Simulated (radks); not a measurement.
Task: Species: the rhodium ion Rh3+. Configuration: [Kr] 4d6. All-electron calculation, Dirac Kohn-Sham, PBEsol, spin-unpolarised, spherical densities, point nucleus; open shells are shared between the two j in proportion to 2j + 1. Program: a radial shooting solver on a logarithmic mesh with Libxc functionals.

Spin-orbit splittings of the eigenvalues, e(l+1/2) - e(l-1/2), with zeta = 2 splitting/(2l+1) and mean radii in bohr:

shell  occ.  splitting (eV)  zeta (eV)  <r> j=l-1/2  <r> j=l+1/2
2p        6               ?          ?       0.1203       0.1252
3p        6           24.87      16.58       0.3832       0.3940
3d       10           4.908      1.963       0.3684       0.3718
4p        6           4.033      2.688        1.045        1.074
4d        6          0.4930     0.1972        1.360        1.373

Estimate the 2p splitting.

Result: 144.5 eV (zeta = 96.32 eV).
